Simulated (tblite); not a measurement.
C6H11B.
Atom-mapped SMILES: `[BH2:1]/[C:2](=[CH:3]/[CH:4]=[CH2:5])[CH2:6][CH3:7]` (hydrogens: H8, H9 on B1; H10 on C3; H11 on C4; H12, H13 on C5; H14, H15 on C6; H16, H17, H18 on C7)

Computed with GFN2-xTB (tblite), gas phase: L-BFGS steps from a force-field or distance-geometry start until the largest atomic force falls under 0.01 eV/Å.

The end geometry, which sets the zero of energy:
```
atom  x, y, z in Å
B1     -1.1274    1.4421    1.7911
C2     -0.3260    0.3960    0.9924
C3      0.8192    0.7618    0.3643
C4      1.6733   -0.0566   -0.4567
C5      2.7582    0.4238   -1.0642
C6     -0.8647   -1.0094    0.8608
C7     -1.7236   -1.1327   -0.3996
H8     -0.7101    2.5281    1.9162
H9     -2.1543    1.1601    2.2764
H10     1.1503    1.7882    0.4691
H11     1.4124   -1.0980   -0.5835
H12     3.3920   -0.1934   -1.6780
H13     3.0450    1.4586   -0.9668
H14    -0.0575   -1.7437    0.8250
H15    -1.4828   -1.2389    1.7302
H16    -2.1309   -2.1380   -0.4875
H17    -2.5496   -0.4257   -0.3603
H18    -1.1323   -0.9163   -1.2871
```

**Question.** These geometries come from the run, each turned onto the end geometry. Order them by energy, lowest first.
A.
```
atom  x, y, z in Å
B1     -1.1218    1.4514    1.8198
C2     -0.3347    0.4166    0.9912
C3      0.8026    0.7803    0.3496
C4      1.6341   -0.0353   -0.4965
C5      2.7584    0.4109   -1.0572
C6     -0.8700   -0.9904    0.8675
C7     -1.6928   -1.1573   -0.4118
H8     -0.7347    2.5514    1.9310
H9     -2.1205    1.1442    2.3487
H10     1.1500    1.7979    0.4703
H11     1.3219   -1.0513   -0.6903
H12     3.3638   -0.2145   -1.6918
H13     3.1136    1.4163   -0.8969
H14    -0.0594   -1.7224    0.8743
H15    -1.5164   -1.1994    1.7216
H16    -2.0934   -2.1684   -0.4740
H17    -2.5242   -0.4545   -0.4178
H18    -1.0853   -0.9695   -1.2960
```
B.
```
atom  x, y, z in Å
B1     -1.1179    1.4551    1.8235
C2     -0.3270    0.4208    0.9780
C3      0.8233    0.7959    0.3506
C4      1.6311   -0.0400   -0.5057
C5      2.7687    0.4066   -1.0601
C6     -0.8696   -0.9970    0.8640
C7     -1.6982   -1.1548   -0.4235
H8     -0.7422    2.5710    1.9394
H9     -2.1269    1.1429    2.3529
H10     1.1405    1.8359    0.4894
H11     1.3485   -1.0695   -0.7186
H12     3.3513   -0.2372   -1.6934
H13     3.0947    1.4181   -0.8820
H14    -0.0608   -1.7411    0.8859
H15    -1.5233   -1.2064    1.7252
H16    -2.0905   -2.1770   -0.4634
H17    -2.5378   -0.4466   -0.4130
H18    -1.0728   -0.9708   -1.3073
```
C.
```
atom  x, y, z in Å
B1     -1.1202    1.4559    1.8217
C2     -0.3314    0.4222    0.9904
C3      0.8070    0.7858    0.3490
C4      1.6364   -0.0358   -0.5003
C5      2.7619    0.4069   -1.0590
C6     -0.8681   -0.9909    0.8655
C7     -1.6951   -1.1579   -0.4162
H8     -0.7432    2.5563    1.9367
H9     -2.1169    1.1454    2.3478
H10     1.1434    1.8135    0.4809
H11     1.3406   -1.0537   -0.7073
H12     3.3570   -0.2277   -1.6932
H13     3.1012    1.4129   -0.8880
H14    -0.0675   -1.7311    0.8814
H15    -1.5145   -1.2012    1.7143
H16    -2.0899   -2.1652   -0.4695
H17    -2.5236   -0.4574   -0.4170
H18    -1.0859   -0.9720   -1.2953
```
D.
```
atom  x, y, z in Å
B1     -1.1182    1.4556    1.8253
C2     -0.3186    0.4146    0.9672
C3      0.8219    0.8100    0.3602
C4      1.6410   -0.0450   -0.5170
C5      2.7601    0.4044   -1.0541
C6     -0.8760   -0.9924    0.8575
C7     -1.6917   -1.1500   -0.4203
H8     -0.7412    2.5774    1.9402
H9     -2.1314    1.1416    2.3551
H10     1.1385    1.8390    0.4912
H11     1.3508   -1.0746   -0.7219
H12     3.3508   -0.2422   -1.6950
H13     3.0938    1.4222   -0.8800
H14    -0.0540   -1.7478    0.8875
H15    -1.5286   -1.2095    1.7324
H16    -2.0931   -2.1869   -0.4616
H17    -2.5461   -0.4402   -0.4115
H18    -1.0670   -0.9703   -1.3134
```
E.
```
atom  x, y, z in Å
B1     -1.1209    1.4521    1.8110
C2     -0.3376    0.4093    0.9914
C3      0.8016    0.7758    0.3541
C4      1.6376   -0.0449   -0.4820
C5      2.7509    0.4140   -1.0533
C6     -0.8648   -1.0007    0.8629
C7     -1.7001   -1.1512   -0.4103
H8     -0.7060    2.5415    1.9154
H9     -2.1293    1.1680    2.3325
H10     1.1395    1.7986    0.4668
H11     1.3387   -1.0700   -0.6507
H12     3.3681   -0.2070   -1.6796
H13     3.0807    1.4305   -0.9106
H14    -0.0494   -1.7265    0.8489
H15    -1.4928   -1.2281    1.7252
H16    -2.1049   -2.1588   -0.4860
H17    -2.5259   -0.4429   -0.4014
H18    -1.0940   -0.9533   -1.2924
```

**Answer.** E (0.002 eV), A (0.005 eV), C (0.015 eV), B (0.059 eV), D (0.127 eV).

In the order of the answer:

```tsv
step	E above end (eV)	largest force (eV/Å)	rms force component (eV/Å)	rms distance from end (Å)	rms bond change (Å)	bond most changed (Å)
23	0.002	0.02	0.009	0.043	0.000	C3–C4 -0.001
7	0.005	0.06	0.021	0.062	0.001	C3–H10 -0.002
3	0.015	0.24	0.078	0.064	0.003	C2–C6 +0.006
1	0.059	0.65	0.212	0.068	0.009	B1–H8 +0.013
0	0.127	1.20	0.395	0.070	0.018	C3–C4 +0.034
```

Hardware: an Arm Neoverse N1 with one thread, on a shared host.
